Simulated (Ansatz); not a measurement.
Computed with Ansatz on PBE0-D4/def2-TZVP structures; ΔE is electronic, products minus reactants. CCSD(T)/CBS is the MP2 limit (def2-TZVPP, def2-QZVPP) plus CCSD(T) − MP2 in def2-TZVPP, frozen cores. This one scheme is used for every species. Functionals use def2-TZVPP. Each species was taken in one conformer, which may not be the lowest.

`COCF` + `[SiH3]P` → `COC[SiH2]P` + H–F  (formal exchange of groups at a C–F bond)

CCSD(T)/CBS gives -33.9 kJ/mol.

Q: Another level gave -26.7 kJ/mol. Which?
A. CCSD(T)/def2-TZVPP
B. MP2/def2-TZVPP
C. ωB97M-V/def2-TZVPP
D. r2SCAN/def2-TZVPP

A: A. CCSD(T)/def2-TZVPP -26.7, ωB97M-V -22.3, r2SCAN -16.6, MP2/def2-TZVPP -36.9 kJ/mol.

Largest T1 diagnostic among the species: 0.013.

In def2-TZVPP, CCSD(T) changes the Hartree–Fock value by −27.4 kJ/mol (the triples alone add −2.4 kJ/mol) and MP2 by −37.5 kJ/mol. The D4 term adds −10.1 kJ/mol with B3LYP and −5.9 kJ/mol with PBE0; it sums over pairs of atoms, weighted by their polarisabilities, and B3LYP, whose exchange is more repulsive, gets the larger term.

B3LYP here is the variant with VWN-RPA as its local correlation; programs differ in this.
